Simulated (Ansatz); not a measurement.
Consider the hydrogenolysis of the Si–Ge bond: `C=C[SiH2][GeH3]` + H₂ → `C=C[SiH3]` + GeH₄.

Computed with Ansatz on PBE0-D4/def2-TZVP structures; ΔE is electronic, products minus reactants. CBS: MP2 limit from def2 TZ/QZ plus the TZ coupled-cluster correction, frozen cores. This one scheme is used for every species. DFT in def2-TZVPP. B3LYP here is the variant with VWN-RPA as its local correlation; programs differ in this. For Ge outer-core shells are correlated without core-valence functions, which leaves a few kJ/mol of doubt a bond. Scalar relativity is left out up to krypton. Each species was taken in one conformer, which may not be the lowest.

```tsv
level	ΔE (kJ/mol)	difference from CCSD(T)/CBS
ωB97X-V	-6.9	-6.0
B2PLYP	-9.5	-8.6
r2SCAN	0.4	1.3
B3LYP	-12.9	-12.0
HF/def2-TZVPP	-34.2	-33.3
MP2/def2-TZVPP	-0.9	0.0
CCSD(T)/def2-TZVPP	-5.0	-4.1
HF/def2-QZVPP	-35.3	-34.4
SCS-MP2/def2-QZVPP	-7.6	-6.7
MP2/CBS(def2)	3.1	4.0
CCSD(T)/CBS	-0.9	0
```

Largest T1 diagnostic among the species: 0.012.

In def2-TZVPP, CCSD(T) changes the Hartree–Fock value by +29.2 kJ/mol (the triples alone add +5.1 kJ/mol) and MP2 by +33.3 kJ/mol. From PBE to PBE0 (25 % exact exchange), in def2-TZVPP and without D4, ΔE moves by −4.9 kJ/mol.
